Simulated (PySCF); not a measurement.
Dipole moment and polarisability of `C[Si](C)(C)P`

Compound: C3H11PSi.
Cartesian coordinates in Å at the GFN2-xTB level; atoms count from 1:
```xyz
16
C3H11PSi angstrom
C     -0.8156   -1.0094    1.2446
Si     0.0101    0.0491   -0.1223
C      0.0475    1.8790    0.4222
C      1.7843   -0.5780   -0.4475
P     -1.0970   -0.0404   -2.1000
H     -1.8349   -0.6829    1.4308
H     -0.2707   -0.9386    2.1810
H     -0.8534   -2.0577    0.9627
H     -0.9507    2.2486    0.6382
H      0.4673    2.5049   -0.3594
H      0.6507    2.0120    1.3147
H      2.4049   -0.4822    0.4379
H      1.7896   -1.6226   -0.7448
H      2.2529   -0.0081   -1.2446
H     -2.3474    0.1513   -1.5395
H     -1.2449   -1.4162   -2.0853
```

Level: PBE0/def2-SVPD (PySCF), static field, nuclei fixed, core orbitals frozen in the response. The polarisability tensor in these axes (au):

```
x   90.90  0.54  5.60
y    0.54 87.61  0.27
z    5.60  0.27 98.09
```

Question: What are the eigenvalues, a third of the trace, and Δα (Δα² = ½Σ(αi − αj)² over the three pairs)?

Answer: Principal values 87.35, 88.08 and 101.17 au; mean 92.20 au = 13.66 Å³ = 15.20 × 10⁻⁴⁰ C²·m²/J; Δα = 13.46 au (15 % of the mean).

Question: What is the dipole moment, and where does it point?

Answer: (0.27, -0.28, 1.34) D, 1.39 D in size, pointing from the negative to the positive side. Measured along this direction, the outermost atoms are P5 at the negative end and H7 at the positive end.

Question: Estimate the molar refractivity from the static electronic polarisability.

Answer: Lorentz–Lorenz: R = (4π/3)N_A α = 2.5225 cm³/(mol·Å³) × 13.66 Å³ = 34.5 cm³/mol, in the limit of long wavelengths.

Question: In a dilute gas of rigid molecules at 250 K, how does the orientational term μ²/3kT compare with the electronic polarisability?

Answer: In Gaussian units μ²/3kT = 18.74 Å³ against 13.66 Å³, a ratio of 1.37; the Debye molar polarisation (4π/3)N_A(α + μ²/3kT) is 81.7 cm³/mol, leaving out the vibrational part.

Question: Find the Langevin capture rate constant for H3O+ (19.018 u) meeting this molecule (106.037 u), k = 2.342 × 10⁻⁹ cm³/s × √(α in Å³ / reduced mass in u).

Answer: The reduced mass is 16.13 u, so k = 2.16 × 10⁻⁹ cm³/s. The formula leaves out the permanent dipole, which adds to the capture rate.

Question: What would n − 1 = 2πNα be for an ideal gas of these molecules at 400 K and 1 atm, electronic part alone?

Answer: N = p/kT = 1.8347 × 10¹⁹ cm⁻³, so n − 1 = 2π × N × 13.66 × 10⁻²⁴ cm³ = 1575 × 10⁻⁶ at long wavelengths, for an ideal gas.

Isolated species at its GFN2-xTB geometry, gas phase.

The run behind these numbers computed excited states as well. Time: 19 s of wall time. Hardware: one thread of an x86-64 server, on a shared host.
